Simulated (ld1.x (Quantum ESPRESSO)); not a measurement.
**u(r) = r·R(r): atom against pseudo-atom (carbon)**

Columns: radius, all-electron u(r) and pseudo u(r) of the 2s shell (level -13.64 eV) of carbon in the configuration [He] 2s2 2p2; LDA (PZ), scalar-relativistic, PAW scheme, ld1.x (Quantum ESPRESSO) 7.5.

```
r (bohr)  all-electron   pseudo
   0.138        0.3522  -0.1684
   0.275        0.2029  -0.3268
   0.413       -0.0692  -0.4697
   0.550       -0.3269  -0.5894
   0.688       -0.5317  -0.6842
   0.825       -0.6740  -0.7521
   0.963       -0.7621  -0.7953
   1.100       -0.8053  -0.8156
   1.238       -0.8149  -0.8165
   1.375       -0.8003  -0.8003
   1.513       -0.7689  -0.7689
   1.650       -0.7271  -0.7271
   1.788       -0.6788  -0.6788
   1.925       -0.6278  -0.6278
   2.062       -0.5762  -0.5762
   2.200       -0.5252  -0.5252
   2.338       -0.4761  -0.4761
   2.475       -0.4301  -0.4301
   2.613       -0.3867  -0.3867
   2.750       -0.3470  -0.3470
   2.888       -0.3101  -0.3101
   3.025       -0.2768  -0.2768
   3.162       -0.2466  -0.2466
   3.300       -0.2190  -0.2190
   3.438       -0.1942  -0.1942
   3.575       -0.1721  -0.1721
```

Problem. How many radial nodes do the two functions have?

Solution. The all-electron 2s function has n − l − 1 = 1; the pseudo-wave has 0, since the states of the same l below it are removed with the core.

Problem. At about which radius was the pseudo-wave matched?

Solution. 1.40 bohr, where the columns begin to agree (steps of 0.14 bohr).

Problem. Is the pseudo-wave norm-conserving?

Solution. No, it belongs to a PAW set: the norm inside the radius is not constrained, and the difference is carried by the augmentation charge.
